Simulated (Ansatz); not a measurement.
Reaction (redistribution): `[SiH3]B[SiH2]Cl` + `CNCS[SiH3]` → `[SiH3]BCS[SiH3]` + `CN[SiH2]Cl`

Program: Ansatz. Geometries: PBE0-D4/def2-TZVP. ΔE: electronic, gas phase. CCSD(T)/CBS adds triple-zeta CCSD(T) − MP2 to the extrapolated MP2 energy (def2 sets, frozen cores). Functionals use def2-TZVPP. One conformer a species, not always the lowest.

`[SiH3]B[SiH2]Cl`:

```xyz
10

Si    1.634    0.133   -0.711
B    -0.050    0.788    0.168
Si   -1.507   -0.496    0.629
Cl   -3.248    0.363    1.333
H     2.845    0.726   -0.081
H     1.778   -1.348   -0.723
H     1.564    0.603   -2.127
H    -0.152    1.959    0.384
H    -1.866   -1.316   -0.559
H    -0.997   -1.412    1.688
```

`CNCS[SiH3]`:

Z-matrix (Å, degrees):
```
C
N 1 1.447
H 1 1.091 2 109.3
H 1 1.093 2 109.2 3 -117.7
H 1 1.099 2 113.8 3 121.7
C 2 1.414 1 115.8 3 177.2
H 2 1.011 1 111.5 3 -54.3
S 6 1.883 2 113.5 1 63.6
H 6 1.090 2 110.1 1 -176.5
H 6 1.092 2 109.8 1 -56.0
Si 8 2.118 6 98.8 2 173.2
H 11 1.489 8 111.0 6 -57.1
H 11 1.483 8 107.1 6 -177.1
H 11 1.489 8 111.6 6 62.9
```

`[SiH3]BCS[SiH3]`:

```xyz
14

Si   -0.090    2.164    1.682
B     1.156    1.142    0.464
C     0.727   -0.082   -0.393
S    -1.064   -0.381   -0.507
Si   -1.041   -2.291   -1.439
H     0.568    3.332    2.328
H    -1.286    2.649    0.937
H    -0.559    1.241    2.757
H     2.324    1.412    0.414
H     1.180   -0.044   -1.390
H     1.216   -0.931    0.114
H    -0.305   -3.276   -0.600
H    -0.371   -2.229   -2.766
H    -2.455   -2.707   -1.600
```

`CN[SiH2]Cl`:

Z-matrix (Å, degrees):
```
C
N 1 1.450
H 1 1.096 2 113.1
H 1 1.093 2 110.8 3 -122.0
H 1 1.093 2 109.4 3 119.9
Si 2 1.697 1 123.8 3 -88.7
H 2 1.008 1 113.6 3 65.8
Cl 6 2.075 2 114.8 1 68.9
H 6 1.479 2 108.8 1 -48.4
H 6 1.479 2 108.1 1 -172.4
```

(1) Is it downhill or uphill in electronic energy at CCSD(T)/CBS, and by how much? (Estimate.)

(2) What do these levels give: r2SCAN-D4, PBE0-D4, ωB97X-V, ωB97M-V, B2PLYP, r2SCAN, PBE0, HF/def2-TZVPP, CCSD/def2-TZVPP, CCSD(T)/def2-TZVPP, HF/CBS(def2), MP2/CBS(def2)? (An estimate is asked.)

Largest T1 diagnostic among the species: 0.012.

Results:

(1) Computed: Downhill: ΔE = -1.42 eV.

(2) Computed: r2SCAN-D4 -1.34, PBE0-D4 -1.32, ωB97X-V -1.39, ωB97M-V -1.47, B2PLYP -1.42, r2SCAN -1.34, PBE0 -1.30, HF/def2-TZVPP -1.46, CCSD/def2-TZVPP -1.41, CCSD(T)/def2-TZVPP -1.39, HF/CBS(def2) -1.48, MP2/CBS(def2) -1.53 eV.

From PBE to PBE0 (25 % exact exchange), in def2-TZVPP and without D4, ΔE moves by −0.08 eV.
